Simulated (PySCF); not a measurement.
# Relaxation of singlet CoH₃

These are results of PBE0/[Co def2-TZVP, H def2-TZVP], no relativity, density fitting, PySCF, not measurements. A (50,194) grid was used.

A hand-made trigonal planar start, of D3h symmetry, held to at least that symmetry:

```xyz
4
charge 0 multiplicity 1, angstrom
Co    0.0000    0.0000    0.0000
H     1.4300    0.0000    0.0000
H    -0.7150    1.2384    0.0000
H    -0.7150   -1.2384    0.0000
```

Problem. What forces act on the atoms at the start (eV/Å)?

Solution. 
```json
{"atom": "Co1", "Fx": "0.00", "Fy": "0.00", "Fz": "0.00"}
{"atom": "H2", "Fx": "0.51", "Fy": "0.00", "Fz": "0.00"}
{"atom": "H3", "Fx": "-0.26", "Fy": "0.44", "Fz": "0.00"}
{"atom": "H4", "Fx": "-0.26", "Fy": "-0.44", "Fz": "0.00"}
```

Problem. What does it relax to?

Solution. It ends at D3h with Co–H 1.461 Å (×3); H–Co–H 120.0° (×3). No frequency check is given, so it may be a saddle point. Other isomers or separated fragments may lie lower.

Problem. How much energy is released, and in how many steps?

Solution. 2.3 kJ/mol in 3 steps.

At this level a triplet minimum of C2v symmetry lies 342 kJ/mol below this structure.

The relaxation took roughly 6 core-seconds on a shared host.
